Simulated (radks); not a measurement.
Question: These are the eigenvalues of the occupied orbitals of an atom or ion with whole-number occupations (eV). Method: Dirac Kohn-Sham, PBEsol, spin-unpolarised, spherical densities, finite nucleus; Fermi nuclear charge, rms radius of each element as measured or else 0.836 A^(1/3) + 0.57 fm; computed with a radial shooting solver on a logarithmic mesh with Libxc functionals.

| orbital | eigenvalue |
|---|---|
| 1s1/2 | -82986.50 |
| 2s1/2 | -14713.00 |
| 2p1/2 | -14123.11 |
| 2p3/2 | -12176.59 |
| 3s1/2 | -3505.508 |
| 3p1/2 | -3238.521 |
| 3p3/2 | -2807.427 |
| 3d3/2 | -2363.152 |
| 3d5/2 | -2270.743 |
| 4s1/2 | -785.2566 |
| 4p1/2 | -670.6105 |
| 4p3/2 | -566.4207 |
| 4d3/2 | -378.5063 |
| 4d5/2 | -359.0779 |
| 5s1/2 | -137.0567 |
| 4f5/2 | -117.1801 |
| 4f7/2 | -112.9864 |
| 5p1/2 | -99.1798 |
| 5p3/2 | -80.8693 |
| 5d3/2 | -29.9779 |
| 5d5/2 | -28.0495 |

Which element is it, and in what charge state? The configuration may be excited. Open shells, if any, are shared by 2j + 1.

Answer: Z = 80, mercury, charge +2: Hg2+ in [Xe] 4f14 5d10. The list shows which subshells hold electrons but not how many an open one holds; the 1s level, -3049.7 hartree, gives Z - s = 78.1 by -(Z - s)^2/2, which with screening and relativity narrows Z to a few neighbours, and the depths of the outer levels then fix element, charge and occupations together.
